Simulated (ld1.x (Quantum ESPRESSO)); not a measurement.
**Si (Z = 14), RRKJ: configuration errors across variants**

silicon, norm-conserving RRKJ (Kleinman–Bylander form), made with ld1.x (Quantum ESPRESSO) 7.5 (PBEsol, scalar-relativistic). Core [Ne], reference 3s2 3p1 (charge +1). Waves: 3p (bound): rc 1.95 bohr; 3d channel at 0.35 Ry: rc 2.00 bohr; 3s (bound): rc 1.85 bohr. Local part: the s channel. Core correction: Bessel-smoothed model core inside 1.50 bohr.

All-electron excitation energies from the reference (eV): (1) 3s2 3p2 -7.713; (2) 3s2 3p0 15.963; (3) 3s1 3p0 49.862; (4) 3s2 3p1.5 -4.804; (5) 3s1 3p3 -0.919; (6) 3s2 3p2.3 -8.636; (7) 3s0 3p4 6.024.

Errors AE − PS in meV (a dash: test not solved or not reliable):

| change | (1) | (2) | (3) | (4) | (5) | (6) | (7) | bound ghosts |
| --- | --- | --- | --- | --- | --- | --- | --- | --- |
| base | +4.1 | +10 | +52 | +1.5 | -3.9 | +5.5 | -23 | none |
| core correction none | +3.0 | +8.5 | +70 | +1.2 | +4.2 | +4.0 | +11 | none |
| core correction Bessel-smoothed model core inside 0.74 bohr | +4.2 | +10 | +42 | +1.6 | -4.3 | +5.5 | -25 | none |
| core correction Bessel-smoothed model core inside 0.90 bohr | +4.2 | +10 | +42 | +1.6 | -4.2 | +5.5 | -25 | none |
| core correction Bessel-smoothed model core inside 1.30 bohr | +4.2 | +11 | +50 | +1.6 | -4.1 | +5.6 | -24 | none |
| core correction Bessel-smoothed model core inside 1.42 bohr | +4.2 | +11 | +53 | +1.6 | -4.0 | +5.6 | -23 | none |
| core correction Bessel-smoothed model core inside 1.68 bohr | +3.6 | +7.9 | +29 | +1.3 | -3.5 | +4.8 | -22 | none |
| core correction Bessel-smoothed model core inside 1.86 bohr | +2.9 | +5.1 | +4.5 | +1.1 | -2.9 | +4.0 | -19 | none |
| core correction Bessel-smoothed model core inside 2.00 bohr | +2.7 | +4.4 | +5.3 | +1.0 | -2.6 | +3.6 | -16 | none |
| core correction Bessel-smoothed model core inside 2.20 bohr | +2.7 | +5.5 | +30 | +1.0 | -1.7 | +3.5 | -10 | none |

(1) Give the same row for: core correction Bessel-smoothed model core inside 1.16 bohr.

Answers

(1) +4.2, +11, +44, +1.6, -4.2, +5.6, -24; bound ghosts: none.
